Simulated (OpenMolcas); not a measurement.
Co2+ (d7) among equal point charges was computed by CASSCF with the d shell active (OpenMolcas, ANO-RCC-VDZP on the metal). Its lowest spin-free states, and all those of the highest spin:

| 2S+1 | Degeneracy | E (cm-1) |
| --- | --- | --- |
| 4 | 2 | 0.0 |
| 4 | 1 | 1894 |
| 4 | 2 | 7561 |
| 4 | 1 | 9115 |
| 2 | 1 | 13804 |
| 4 | 1 | 17280 |
| 2 | 1 | 17958 |
| 2 | 1 | 19860 |
| 2 | 2 | 19894 |
| 4 | 1 | 21178 |
| 2 | 2 | 22329 |
| 2 | 1 | 22888 |
| 4 | 2 | 27890 |

Task: Is the site octahedral, tetrahedral or cube-like, axial, or of lower symmetry?

Result: The states with 2S+1 = 4 have orbital degeneracies 2, 1, 2, 1, 1, 1, 2. There are pairs but no triples, so the site is axial: not cubic, but with a proper or improper axis of order three or more. The run had Co2+ among 6 point charges of -2 e arranged as a tetragonal octahedron (D4h), 1.84 Å from the ion, with the axial distance 1.674 Å. The active orbitals were held to one l.

An orbital doublet at a regular site is open to a Jahn-Teller distortion, which this geometry leaves out. Without dynamic correlation the repulsion within the d shell is too large (B by tens of per cent), so at a given field states of lower spin stand too high. This is an electrostatic model: the charges have no orbitals. No measured value stands beside these numbers.
